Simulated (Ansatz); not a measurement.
`[NH2][Cd][O][SiH3]` and `[F][Cd][O][SiH3]` differ in one atom or group.

Ansatz, PBE0-D4/def2-TZVP geometries, multiplicity 1. Each molecule was computed in one conformer, which needn't be the lowest.

Elements past krypton have def2 core potentials.

| property | `[NH2][Cd][O][SiH3]` |
| --- | --- |
| ideal-gas entropy at 298 K and 1 bar (rigid rotor, harmonic PBE0-D4/def2-TZVP) / J/(mol·K) | 380 |
| HOMO–LUMO gap (PBE/def2-TZVPP) / eV | 3.93 |
| HOMO energy (PBE/def2-TZVPP) / eV | -6.10 |
| HOMO–LUMO gap (PBE0/def2-TZVPP) / eV | 6.13 |
| HOMO–LUMO gap (B3LYP/def2-TZVPP) / eV | 5.59 |
| HOMO energy (ωB97M-V/def2-TZVPP) / eV | -9.75 |

Question: Give the same properties after the change, and the shifts. (Best estimate.)

Answer: Computed: 
```
                                                                                  property  `[F][Cd][O][SiH3]`  shift
ideal-gas entropy at 298 K and 1 bar (rigid rotor, harmonic PBE0-D4/def2-TZVP) / J/(mol·K)                 355    -25
                                                       HOMO–LUMO gap (PBE/def2-TZVPP) / eV                3.86  -0.07
                                                         HOMO energy (PBE/def2-TZVPP) / eV               -6.98  -0.88
                                                      HOMO–LUMO gap (PBE0/def2-TZVPP) / eV                6.23   0.10
                                                     HOMO–LUMO gap (B3LYP/def2-TZVPP) / eV                5.68   0.09
                                                     HOMO energy (ωB97M-V/def2-TZVPP) / eV              -10.72  -0.97
```

With PBE0 the HOMO falls by 1.00 eV and the LUMO falls by 0.90 eV, so the gap widens by about 0.10 eV. PBE moves the HOMO by -0.88 eV and ωB97M-V by -0.97 eV. The zero-point energy changes by -60.8 kJ/mol with -6 modes. Modes under 60 cm⁻¹, often nearly free rotors, make the harmonic entropy too high.

B3LYP here is the variant with VWN-RPA as its local correlation; programs differ in this.
